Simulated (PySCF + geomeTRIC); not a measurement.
Species: H₃InS₃, SMILES `[SH][In]([SH])[SH]` (charge 0, multiplicity 1).

Problem. Give a relaxed geometry from PBE0-D4/def2-TZVP run with PySCF + geomeTRIC.

Solution. Several could match; the one computed here: the end point of this relaxation, one of several conformers (outside a Z-matrix the atoms follow the SMILES, hydrogens last).
Bonds (Å): S1–In2 2.375, S1–H5 1.344, In2–S3 2.375, In2–S4 2.375, S3–H6 1.344, S4–H7 1.344. Angles (°): In2–S1–H5 93.3, S1–In2–S3 119.9, S1–In2–S4 120.1, S3–In2–S4 120.0, In2–S3–H6 93.3, In2–S4–H7 93.3.
